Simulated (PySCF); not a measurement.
The dipole of pentachloroethane (`ClC(C(Cl)Cl)(Cl)Cl`) from its density and from atomic charges.

Coordinates (PBE0-D3(BJ)/def2-TZVP, Å) and charges (e) from the PBE0/pcSseg-2 density (PySCF):

```tsv
atom	x	y	z	Mulliken	IAO	Hirshfeld	ESP-fitted
Cl1	1.090	-1.831	-0.399	-0.0700	-0.0271	-0.0247	+0.1172
C2	0.768	-0.114	-0.193	+0.0134	-0.1275	-0.0145	-0.6532
Cl3	1.799	0.561	1.063	-0.0701	-0.0274	-0.0248	+0.1170
C4	-0.726	0.154	0.095	+0.1396	+0.0075	+0.0583	-0.4766
Cl5	-1.246	-0.606	1.590	-0.0380	-0.0002	-0.0157	+0.1885
Cl6	-0.967	1.904	0.186	-0.0543	-0.0145	-0.0150	+0.1336
Cl7	-1.671	-0.469	-1.264	-0.0541	-0.0142	-0.0148	+0.1331
H8	1.013	0.385	-1.128	+0.1334	+0.2033	+0.0512	+0.4404
```

Q: Compute μ = Σ q r for each scheme (1 e·Å = 4.803 D) and compare with the dipole of the full density.

A: The full density gives (0.19, 0.44, -0.81) D, 0.94 D in size; dipole vectors point from the negative to the positive end.

```tsv
scheme	μx	μy	μz	size (D)	share of the full size (%)	angle to the full dipole (°)
Mulliken	0.15	0.51	-0.91	1.05	111	3
IAO	0.30	0.52	-1.00	1.16	123	4
Hirshfeld	-0.07	0.24	-0.36	0.44	46	21
ESP-fitted	0.21	0.48	-0.87	1.02	108	0
```

Q: Which set comes closest?

A: Length of the difference vector: ESP-fitted 0.07 D, Mulliken 0.12 D, IAO 0.23 D, Hirshfeld 0.56 D. Closest: ESP-fitted. ESP charges are fitted to the potential around the molecule, whose slowest-falling term is the dipole's. 

Q: What is left for the Hirshfeld atoms' own dipoles?

A: The shares of the density sum to the whole, so what Σ q r misses lies in dipoles about the nuclei. The atomic dipoles sum to (0.19, 0.44, -0.81) − (-0.07, 0.24, -0.36) = (0.26, 0.20, -0.45) D, 0.56 D in size.

Q: With the origin at the mean of the coordinates, (0.007, -0.002, -0.006) Å, which are the largest single terms, by size, of the Mulliken dipole along the direction of the full one?

A: H8 +0.86, Cl5 +0.35, Cl7 -0.14, Cl6 -0.14, C4 -0.11 D; all 8 atoms together +1.05 D. The single terms depend on the origin, their sum doesn't.

Q: Give the size of the full dipole in other units.

A: 0.94 D = 0.371 au = 0.196 e·Å = 3.15 × 10⁻³⁰ C·m.

Isolated species at its PBE0-D3(BJ)/def2-TZVP geometry, gas phase.

Conformer computed: `[Cl:1][CH:2]([Cl:3])[C:4]([Cl:5])([Cl:6])[Cl:7]`: Cl1–C2–C4–Cl5 62°.
